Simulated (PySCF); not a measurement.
Bromine: a sound run and one with changed settings

Sound run: Br [Ar] 3d10 4s2 4p5, Br⁺ [Ar] 3d10 4s2 4p4. Computed with PySCF 2.14 in x2c-TZVPall (6s5p4d1f, 48 functions), with scalar relativity by spin-free X2C-1e. In the sound run the correlated levels freeze [Ar] 3d10. The sound run starts from symmetry-adapted Hartree-Fock orbitals and uses a fine grid where one is needed.

Changed run: basis STO-3G, all-electron and non-relativistic. This setting is unsound on purpose.

| species | method | sound run (hartree) | changed run (hartree) | converged |
| --- | --- | --- | --- | --- |
| Br | UHF | -2604.41488 | -2544.63678 | yes |
| Br | MN15 | -2607.79931 | -2543.39085 | yes |
| Br | B3LYP | -2606.24935 | -2545.93463 | yes |
| Br | MP2 | -2604.54894 | -2544.63678 | yes |
| Br⁺ | UHF | -2604.02086 | -2544.32459 | yes |
| Br⁺ | MN15 | -2607.36932 | -2543.03977 | yes |
| Br⁺ | B3LYP | -2605.81140 | -2545.57740 | yes |
| Br⁺ | MP2 | -2604.12488 | -2544.32459 | yes |

Ionisation energy of Br:

| method | sound run (eV) | changed run (eV) |
| --- | --- | --- |
| UHF | 10.722 | 8.495 |
| MN15 | 11.701 | 9.553 |
| B3LYP | 11.917 | 9.721 |
| MP2 | 11.539 | 8.495 |
| SCS-MP2 | 11.537 | 8.495 |

A minimal basis cannot let orbitals breathe on ionisation and holds almost no correlation. The Hamiltonian changed with the basis, so the totals do not compare.

For comparison, NIST gives 11.814 eV between the lowest levels.
